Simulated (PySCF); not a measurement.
# Electron correlation in Cu³⁺ (copper, charge +3)

[Ar] 3d8, high-spin 3F determinant. All numbers are calculated (PySCF 2.14, no relativity, point nucleus, in def2-TZVPPD (6s6p4d2f1g, 67 functions)). Frozen: [Ne]; 16 electrons correlated.

```
  level  correlation energy (mhartree)
   CCSD                        -509.69
    (T)                          -6.56
CCSD(T)                        -516.25
```

Diagnostics: T1 = 0.0054, D1 = 0.0103, largest double amplitude 0.016.

Cost of the coupled-cluster step: about 15 core-seconds, for 16 correlated electrons.

Iterations:

```
CC2 = 0
CCSD nocc = (np.int64(9), np.int64(7)), nmo = (62, 62)
frozen orbitals [[0, 1, 2, 3, 4], [0, 1, 2, 3, 4]]
max_cycle = 100
direct = 0
conv_tol = 1e-08
conv_tol_normt = 1e-06
diis_space = 8
diis_start_cycle = 0
Init t2, MP2 energy = -0.525077405525409
Init E_corr(UCCSD) = -0.525077405530027
cycle = 1  E_corr(UCCSD) = -0.50034068731437  dE = 0.0247367182  norm(t1,t2) = 0.0472613
cycle = 2  E_corr(UCCSD) = -0.510569960521525  dE = -0.0102292732  norm(t1,t2) = 0.0126784
cycle = 3  E_corr(UCCSD) = -0.509455636341631  dE = 0.00111432418  norm(t1,t2) = 0.00507553
cycle = 4  E_corr(UCCSD) = -0.509668467344108  dE = -0.000212831002  norm(t1,t2) = 0.00117858
cycle = 5  E_corr(UCCSD) = -0.509712325534338  dE = -4.38581902e-05  norm(t1,t2) = 0.000287141
cycle = 6  E_corr(UCCSD) = -0.509692240911022  dE = 2.00846233e-05  norm(t1,t2) = 8.40078e-05
cycle = 7  E_corr(UCCSD) = -0.509690659605903  dE = 1.58130512e-06  norm(t1,t2) = 1.91497e-05
cycle = 8  E_corr(UCCSD) = -0.509692539054773  dE = -1.87944887e-06  norm(t1,t2) = 6.26347e-06
cycle = 9  E_corr(UCCSD) = -0.509692268662836  dE = 2.70391937e-07  norm(t1,t2) = 1.7132e-06
cycle = 10  E_corr(UCCSD) = -0.50969221643821  dE = 5.22246252e-08  norm(t1,t2) = 4.00484e-07
cycle = 11  E_corr(UCCSD) = -0.509692241945846  dE = -2.55076353e-08  norm(t1,t2) = 1.19782e-07
cycle = 12  E_corr(UCCSD) = -0.509692239575395  dE = 2.37045095e-09  norm(t1,t2) = 3.35554e-08
UCCSD converged
E(UCCSD) = -1637.297733983696  E_corr = -0.5096922395753949
UCCSD(T) correction = -0.0065593452721662
```

This basis was not built for core-valence correlation, so the inner-shell part is incomplete.
